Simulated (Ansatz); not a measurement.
GanHm: PBE0-D4/def2-SVP single points in Ansatz on relaxed structures, gas phase. Each cluster is the lowest isomer that a short search found in that spin, judged at the geometry's level, and lower ones may exist. HOMO and LUMO are taken over both spins. Binding counts from free atoms in the multiplicity of their measured ground term, without zero-point energy. The structures are stationary points that may keep the symmetry of their start.

```tsv
species	atoms	state	geometry	HOMO (eV)	LUMO (eV)	gap (eV)	binding per atom (eV)	point group (within 0.1 Å)
Ga2H3	5	doublet	r2SCAN-D4/def2-TZVP	-5.03	-2.54	2.49	1.86	Cs
Ga3H2	5	doublet	r2SCAN-D4/def2-SVP	-5.36	-3.20	2.15	1.77	C2v
Ga3H5	8	singlet	r2SCAN-D4/def2-SVP	-6.12	-1.60	4.51	2.11	Cs
```

The gap (eV) runs from 2.15 (Ga3H2) to 4.51 (Ga3H5). The binding per atom (eV) runs from 1.77 (Ga3H2) to 2.11 (Ga3H5).
